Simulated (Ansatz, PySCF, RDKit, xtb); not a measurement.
Dimer: H2O (SMILES O) (first 3 atoms) with C2H6O (SMILES CCO); geometry from B3LYP-D3(BJ)/def2-TZVP, rigid monomers moved along the line of their centres of mass till H2···O6 is 3.36 Å.
(charge 0, multiplicity 1):
```xyz
12

O     -0.2192     0.3078     0.1725
H      0.3039     0.1022     0.9666
H      0.1251    -0.2641    -0.5197
C     -1.3015     0.2272     5.0158
C     -0.2672    -0.8793     4.9344
O      0.9103    -0.4822     4.2146
H     -2.1926    -0.1250     5.5403
H     -1.5910     0.5539     4.0168
H     -0.9121     1.0880     5.5667
H      0.0147    -1.2299     5.9328
H     -0.6595    -1.7321     4.3806
H      1.2897     0.2916     4.6466
```

Interaction energies are E(AB) − E(A) − E(B) at the monomers' geometry in the complex; basis-set methods are counterpoise corrected. Rows marked so take none. RDKit's UFF carries no charges.

Frozen-core correlation. Rows in 6-31G* carry no dispersion term and start afresh at each structure (6-31G* with six Cartesian d functions).

Programs: Ansatz (Gaussian orbitals); PySCF for 6-31G* rows, the dispersion terms; RDKit for the force fields; xtb for the GFN methods. Each number belongs to the level named beside it.

```json
[
 {"level": "UFF", "interaction energy (kcal/mol)": "-0.32"},
 {"level": "GFN-FF", "interaction energy (kcal/mol)": "-1.69"},
 {"level": "HF/6-31G* (no counterpoise)", "interaction energy (kcal/mol)": "-1.96"},
 {"level": "PBE/def2-TZVPPD", "interaction energy (kcal/mol)": "-1.57"},
 {"level": "PBE-D4/def2-TZVPPD", "interaction energy (kcal/mol)": "-1.76"},
 {"level": "B3LYP/6-31G* (no counterpoise)", "interaction energy (kcal/mol)": "?"},
 {"level": "B3LYP-D3(BJ)/def2-TZVPPD", "interaction energy (kcal/mol)": "-1.69"},
 {"level": "PBE0-D3(BJ)/def2-TZVPPD", "interaction energy (kcal/mol)": "-1.80"},
 {"level": "CCSD(T)/aug-cc-pVDZ", "interaction energy (kcal/mol)": "-1.68"}
]
```

### Question
Complete the blanks.

### Answer

- B3LYP/6-31G* (no counterpoise), interaction energy (kcal/mol): -1.89

Ansatz is an electronic-structure program.
